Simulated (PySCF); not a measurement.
**Radial density of Pr³⁷⁺ (praseodymium, charge +37)**

PW91, [Ar] 3d4, high-spin 5D determinant. Computed with PySCF 2.14 in an uncontracted even-tempered set (18 s from 6.6 bohr⁻², ratio 2.5; 12 p from 8.6 bohr⁻², ratio 2.5; 7 d from 8.6 bohr⁻², ratio 2.5; 4 f from 32 bohr⁻², ratio 2.7; 3 g from 48 bohr⁻², ratio 2.7), with the spin-free X2C one-electron Hamiltonian (Gaussian nucleus).

```json
{"r (bohr)": "0.0223", "4πr²ρ (e/bohr)": "73.98", "4πr²(ρα − ρβ)": "0.0128"}
{"r (bohr)": "0.0375", "4πr²ρ (e/bohr)": "69.50", "4πr²(ρα − ρβ)": "0.2071"}
{"r (bohr)": "0.0630", "4πr²ρ (e/bohr)": "95.70", "4πr²(ρα − ρβ)": "1.8576"}
{"r (bohr)": "0.106", "4πr²ρ (e/bohr)": "73.04", "4πr²(ρα − ρβ)": "9.2798"}
{"r (bohr)": "0.178", "4πr²ρ (e/bohr)": "55.01", "4πr²(ρα − ρβ)": "19.2027"}
{"r (bohr)": "0.300", "4πr²ρ (e/bohr)": "39.20", "4πr²(ρα − ρβ)": "9.6804"}
{"r (bohr)": "0.505", "4πr²ρ (e/bohr)": "2.034", "4πr²(ρα − ρβ)": "0.4646"}
{"r (bohr)": "0.849", "4πr²ρ (e/bohr)": "0.003460", "4πr²(ρα − ρβ)": "0.0010"}
```

Densities and radii are taken from the X2C orbitals without a picture-change correction, which distorts them close to the nucleus.

Spin-orbit coupling is strong in this species (close to jj coupling), so the high-spin LS determinant is a model state, not a physical level.
